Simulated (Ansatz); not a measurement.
C2H (SMILES [C-]#C), charge -1, singlet, at a GFN2-xTB geometry (a gas-phase anion, which may not be bound at this level); R2SCAN/cc-pVDZ (Ansatz, a program for electronic structure).

Input for Ansatz:
Ansatz 0.2 input:
```yaml
crystal:
  periodic: [false, false, false]
  atoms:
    - {symbol: C, position_ang: [-0.00000000, -0.00000000, -0.47996454]}
    - {symbol: C, position_ang: [0.00000000, 0.00000000, 0.74605881]}
    - {symbol: H, position_ang: [-0.00000000, -0.00000000, -1.59656562]}
basis:
  gaussian:
    orbitals: cc-pVDZ
hamiltonian:
  xc: r2scan
total_charge: -1
```

Predict the main parts of the log of this Ansatz run.


```
Functional definition: r2SCAN
418 factors; their error is unknown
mean field evaluation 1: about -2084.7606 eV, gradient 1.8e1 eV
mean field evaluation 2: about -2081.7629 eV, gradient 3.6e1 eV
mean field evaluation 4: about -2085.7488 eV, gradient 9.1e-1 eV
mean field evaluation 8: about -2085.7437 eV, gradient 3.5e-2 eV
mean field -2085.74370809 eV, -76.6496675046 hartree, gradient 6.6e-6 eV, S^2 0.000000; 0 other end points of the search recorded, 0 dependent functions left out
reference -2085.74371354 eV, -76.6496677048 hartree; 7, 7 occupied and 26, 26 virtual orbitals, 418 factors
Total energy: -2085.74371354 eV, -76.6496677048 hartree
```
